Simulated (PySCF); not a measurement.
H₅W, SMILES [WH5+] (connectivity only; charge and spin as stated), charge +1, multiplicity 1. Atoms are numbered in the order given.

```xyz
6

W      0.0000     0.0000    -0.0219
H     -1.4187     0.0000     0.8683
H      1.4187     0.0000     0.8683
H      0.0000     0.0000     1.6315
H      0.0000    -1.4671    -0.8747
H      0.0000     1.4671    -0.8747
```
Charge +1, spin multiplicity 1.

The structure is a stationary point at B3LYP-D3(BJ)/def2-TZVPD. The multiplicity is an assumed one; other spin states were not compared. The def2 effective core potentials stand for the cores of W; spin–orbit coupling is left out.

These are M06-2X/def2-TZVPD (PySCF) values and carry that method's errors.

The molecule is in vacuum.

Question: Estimate the frontier levels, gap, dipole moment and polarisability. (Estimate from the structure and the level; the computed values follow.)

Answer: 
```json
{
  "highest_occupied_level": "-16.53 eV",
  "lowest_empty_level": "-9.33 eV",
  "orbital_gap": "7.20 eV",
  "dipole_moment_about_the_centre_of_nuclear_charge": "0.39 D",
  "mean_static_polarisability": "40.1 bohr³ (5.95 Å³)",
  "polarisability_principal_values": "39.7, 40.3, 40.4 bohr³"
}
```
